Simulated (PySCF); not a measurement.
Relaxed structures of SiNHTe, closed shell (PBE0-D4/def2-TZVP; forces vanish, vibrations not checked; lower isomers may exist, and structures with a doubtful reference or unclear bonds are left out; Å). PySCF 2.14 with density fitting (its default auxiliary sets; JK sets also for MP2 and CCSD(T)); basis: def2-TZVPP; cores frozen in the correlated methods. Filled d shells of the heavier atoms are correlated. Core potentials replace the inner electrons of the atoms past krypton. The def2 sets are not built for correlating such inner shells, so the correlated values are less sure here.

(1) Rank them by CCSD(T) energy, lowest first, and give each one's height above the lowest. Links in brackets join atoms within 1.22 times the sum of their covalent radii (1.1 for two metals). (Judge from chemistry; the value comes from the calculation.)
A.
SiNHTe ([NH]1[Si][Te]1)
```
4
angstrom
N 0.4716 -0.9908 -0.4924
Si 0.1370 0.5492 -0.0188
Te -1.1589 -1.4773 0.8178
H 0.9937 -1.6706 -1.0147
```
B.
SiNHTe ([N]1[SiH][Te]1)
```
4
angstrom
N 0.4418 -1.0516 -0.6578
Si 0.1617 0.4329 -0.0635
Te -1.2643 -1.1650 0.9086
H 0.6497 1.8254 -0.2065
```
C.
SiNHTe ([N]1[Si][TeH]1)
```
4
angstrom
N 0.3679 -1.1446 -0.4154
Si -1.1610 -1.2184 0.1774
Te 0.6764 0.5957 0.6648
H 0.2187 1.6990 -0.5060
```

No T1 diagnostic of these runs exceeds 0.024. The restricted Hartree–Fock reference is unstable towards an unrestricted one at one or more of these structures.

## Answers

(1) Computed: A (0.000 eV), C (0.936 eV), B (1.934 eV). Heights count from the lowest.

For scale, one of the runs: CCSD(T)/def2-TZVPP, 137 basis functions, launched by `OMP_NUM_THREADS=2 python run.py`. Time: 3.6 min of wall clock on 2 CPU threads of an Arm Neoverse V1; the host was shared. Peak host memory: 0.96 GiB.
